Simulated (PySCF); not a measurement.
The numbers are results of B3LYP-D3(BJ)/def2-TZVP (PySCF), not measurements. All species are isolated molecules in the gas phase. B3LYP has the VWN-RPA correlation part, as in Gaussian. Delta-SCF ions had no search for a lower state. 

Reference species (SMILES): `NB(N)Br` (neutral, multiplicity 1).

The S1 oscillator strength is 0.000 and the vertical ionisation energy (Delta-SCF) is 9.63 eV. The HOMO–LUMO gap is 7.49 eV.

Changed species: `NB(Br)Br` (1 of 3 Br replaced by NH2; the reference has 2 of 3 Br replaced by NH2).

Task: Predict the effect on the S1 oscillator strength, vertical ionisation energy (Delta-SCF) and HOMO–LUMO gap.

Result: the S1 oscillator strength is nearly the same; the vertical ionisation energy (Delta-SCF) rises by 0.56 eV, to 10.19 eV; the HOMO–LUMO gap falls by 0.04 eV, to 7.45 eV.
